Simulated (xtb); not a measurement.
Si(F)(Cl)(OH)2 (ClFH2O2Si), SMILES F[Si](O)(O)Cl. All values are semi-empirical tight-binding results from xtb (GFN2-xTB unless named), good for trends rather than for accurate numbers. The structure is a stationary point at GFN2-xTB. Other conformers were not sampled.

Optimised geometry:

Bond lengths (Å): O1–Si2 1.613, O1–H6 0.954, Si2–O3 1.602, Si2–F4 1.611, Si2–Cl5 1.981, O3–H7 0.954. Angles (°): Si2–O1–H6 122.4, O1–Si2–O3 109.3, O1–Si2–F4 106.6, O1–Si2–Cl5 115.0, O3–Si2–F4 109.2, O3–Si2–Cl5 108.3, F4–Si2–Cl5 108.3, Si2–O3–H7 121.7.

Computed properties:
```json
{
 "orbital_gap": "8.68 eV",
 "dipole_moment": "2.72 D",
 "zero_point_energy": "19.8 kcal/mol",
 "G − E(el) at 298.15 K (modified RRHO)": "0.4 kcal/mol",
 "static polarisability (D4 model)": "61.9 bohr³",
 "solvation energy, GFN2-xTB/ALPB(water)": "-10.1 kcal/mol",
 "solvation energy, GFN2-xTB/ALPB(chcl3)": "-3.0 kcal/mol"
}
```

**Question.** Give the atomic charges and the Wiberg bond orders between heavy atoms. (Estimate from the structure and the level; the computed values follow.)

**Answer.** charges (e) O1 -0.45, Si2 0.68, O3 -0.43, F4 -0.27, Cl5 -0.19, H6 0.33, H7 0.33. Bond orders O1–Si2 1.18, Si2–O3 1.21, Si2–F4 1.03, Si2–Cl5 1.10.
